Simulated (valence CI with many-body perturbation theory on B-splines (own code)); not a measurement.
Forbidden lines of Bi LXXVIII

Level of theory: relativistic CI+MBPT: four valence electrons over a frozen Dirac-Fock core [He], a basis of 11 s, 11 p, 10 d, 8 f, 5 g, 2 h functions for each j, with the one-electron correlation potential Σ1 (screened to all orders), the two-electron term Σ2, the three-electron term Σ3, Breit, model QED; selected single and double excitations, second order for the rest, scaled by the run's own slope (own B-spline code, finite nucleus).

The last digits are not significant, and no measured levels were compared; by estimate large intervals hold to a few tenths of a per cent, small ones and those within an open d or f shell to about a per cent. Among the levels kept, up to 1100 cm⁻¹ of a level comes from second order outside the variational space, and about a tenth of that is noise between levels of different J, which matters for small intervals.

Lines 51 to 86 of 86 in falling wavelength, among levels below 19711 eV, chosen from the decays that carry over 1 % of a level's rate. Wavelengths and rates use the calculated energies. Electric multipoles are in the length gauge, E1 and E2 with the static RPA response of the core. S is in atomic units (e²a₀⁴ for E2 and M2, e²a₀⁶ for E3), for M1 in squared Bohr magnetons. Weak lines are less certain than strong ones. Lines between different terms over intervals too small for the method are left out, as are lines whose strength nearly cancels. The highest levels of a list are the least certain.

Levels are named by their leading jj configuration (3d3/2^4 stands for four electrons in 3d with j = 3/2), which in mixed levels can hold well under half, so a name can repeat and another be missing. Letters in brackets count levels of one name in rising energy.

```csv
λ vac (Å),Upper,Lower,Type,A (s⁻¹),S (a.u.)
0.8492,(2s^2 2p3/2 3p3/2) J=3,(2s^2 2p1/2 2p3/2) J=1,E2,2.24e+12,6.19e-06
0.8492,(2s^2 2p3/2 3p3/2) J=1,(2s^2 2p1/2 2p3/2) J=1,E2,3.75e+11,4.44e-07
0.8482,(2s^2 2p3/2 3p3/2) J=2,(2s^2 2p1/2 2p3/2) J=2,E2,2.61e+12,5.12e-06
0.8471,(2s^2 2p3/2 3p3/2) J=2,(2s^2 2p1/2 2p3/2) J=1,E2,1.13e+12,2.20e-06
0.8463,(2s^2 2p3/2 3p3/2) J=0,(2s^2 2p1/2 2p3/2) J=2,E2,3.68e+12,1.43e-06
0.8385,(2s 2p1/2 2p3/2 3d5/2) J=5,(2s 2p1/2^2 2p3/2) J=2,E3,3.52e+10,3.59e-07
0.8350,(2s^2 2p3/2 3d5/2) J=4,(2s^2 2p1/2 2p3/2) J=2,M2,1.82e+11,5.93e-07
0.8294,(2p1/2^2 2p3/2 3d3/2) J=2,(2s 2p1/2^2 2p3/2) J=1,E2,7.33e+12,1.28e-05
0.8293,(2s 2p1/2 2p3/2 3d3/2) J=3 [a],(2s^2 2p1/2 2p3/2) J=1,E2,9.90e+12,2.43e-05
0.8289,(2p1/2^2 2p3/2 3d3/2) J=3,(2s 2p1/2^2 2p3/2) J=1,E2,1.11e+13,2.71e-05
0.8283,(2s 2p1/2 2p3/2 3d3/2) J=4,(2s^2 2p1/2 2p3/2) J=2,E2,1.36e+13,4.27e-05
0.8278,(2s 2p1/2^2 3d3/2) J=2,(2s^2 2p1/2^2) J=0,E2,1.46e+13,2.53e-05
0.8237,(2p1/2^2 2p3/2 3d3/2) J=2,(2s 2p1/2^2 2p3/2) J=2,E2,1.43e+13,2.42e-05
0.8237,(2s 2p1/2 2p3/2 3d3/2) J=3 [c],(2s^2 2p1/2 2p3/2) J=2,E2,6.76e+12,1.60e-05
0.8232,(2p1/2^2 2p3/2 3d3/2) J=3,(2s 2p1/2^2 2p3/2) J=2,E2,1.03e+13,2.44e-05
0.8229,(2p1/2^2 2p3/2 3d3/2) J=1,(2s 2p1/2^2 2p3/2) J=2,E2,1.98e+13,2.00e-05
0.8229,(2s 2p1/2 2p3/2 3d3/2) J=2 [c],(2s^2 2p1/2 2p3/2) J=1,E2,5.20e+12,8.76e-06
0.8227,(2s 2p1/2 2p3/2 3d3/2) J=3 [c],(2s^2 2p1/2 2p3/2) J=1,E2,2.31e+12,5.45e-06
0.8226,(2p1/2^2 2p3/2 3d3/2) J=0,(2s 2p1/2^2 2p3/2) J=2,E2,2.16e+13,7.27e-06
0.8224,(2s 2p1/2 2p3/2 3d3/2) J=1 [c],(2s^2 2p1/2 2p3/2) J=1,E2,9.82e+12,9.89e-06
0.8214,(2s 2p1/2 2p3/2 3d5/2) J=4 [a],(2s^2 2p1/2 2p3/2) J=2,E2,1.14e+12,3.42e-06
0.8174,(2s 2p1/2 2p3/2 3d5/2) J=1 [a],(2s^2 2p1/2 2p3/2) J=1,E2,2.75e+13,2.69e-05
0.8170,(2s 2p1/2 2p3/2 3d5/2) J=2 [b],(2s^2 2p1/2 2p3/2) J=2,E2,2.57e+13,4.18e-05
0.8166,(2s 2p1/2^2 3d5/2) J=2,(2s^2 2p1/2^2) J=0,E2,2.86e+13,4.63e-05
0.8162,(2s 2p1/2 2p3/2 3d5/2) J=1 [b],(2s^2 2p1/2 2p3/2) J=2,E2,2.91e+13,2.82e-05
0.8157,(2s 2p1/2 2p3/2 3d5/2) J=0,(2s^2 2p1/2 2p3/2) J=2,E2,2.90e+13,9.37e-06
0.8139,(2p1/2^2 2p3/2 3d5/2) J=4,(2s 2p1/2^2 2p3/2) J=2,E2,2.22e+13,6.39e-05
0.8135,(2s 2p1/2 2p3/2 3d5/2) J=4 [c],(2s^2 2p1/2 2p3/2) J=2,E2,1.54e+13,4.41e-05
0.8129,(2s 2p1/2 2p3/2 3d5/2) J=3 [c],(2s^2 2p1/2 2p3/2) J=1,E2,1.52e+13,3.37e-05
0.7721,(2s^2 2p1/2 4p1/2) J=0,(2s^2 2p1/2 2p3/2) J=2,E2,1.83e+12,4.48e-07
0.7562,(2s 2p1/2^2 4f7/2) J=3,(2s 2p1/2^2 2p3/2) J=1,E2,1.15e+13,1.77e-05
0.7515,(2s 2p1/2^2 4f7/2) J=4,(2s 2p1/2^2 2p3/2) J=2,E2,1.26e+13,2.44e-05
0.7508,(2s^2 2p1/2 4f7/2) J=4,(2s^2 2p1/2 2p3/2) J=2,E2,1.27e+13,2.44e-05
0.7500,(2s^2 2p1/2 4f7/2) J=3,(2s^2 2p1/2 2p3/2) J=1,E2,1.10e+13,1.63e-05
0.6600,(2s^2 2p1/2 4p3/2) J=2,(2s^2 2p1/2^2) J=0,E2,1.26e+12,7.02e-07
0.6554,(2s^2 2p1/2 4f5/2) J=2,(2s^2 2p1/2^2) J=0,E2,1.23e+13,6.65e-06
```
